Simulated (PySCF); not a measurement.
Precursor series Hf NH2-H. Gas-phase values, no solvent. One relaxed conformer stands for each flexible species; it need not be the lowest.

The LUMO from two functionals at the same geometries (r2SCAN-D4/def2-SVP), both in PySCF: PBE-D3(BJ)/def2-TZVP and TPSSh-D3(BJ)/def2-TZVP. 

| species | PBE-D3(BJ)/def2-TZVP (eV) |
|---|---|
| 1 of 4 NH2 replaced by H | -0.77 |
| 2 of 4 NH2 replaced by H | -1.72 |
| 3 of 4 NH2 replaced by H | -2.49 |
| 4 of 4 NH2 replaced by H ([Hf(H)4]) | -3.07 |

**Question.** What does TPSSh-D3(BJ)/def2-TZVP give for each?

**Answer.** 
- 1 of 4 NH2 replaced by H: -0.25
- 2 of 4 NH2 replaced by H: -1.18
- 3 of 4 NH2 replaced by H: -1.91
- 4 of 4 NH2 replaced by H ([Hf(H)4]): -2.47
Over these rows, drawn at random from the members with no instability flagged (it was tested for open shells, ions and some series alone), PBE minus TPSSh-D3(BJ): mean -0.56 eV, from -0.60 eV to -0.52 eV.
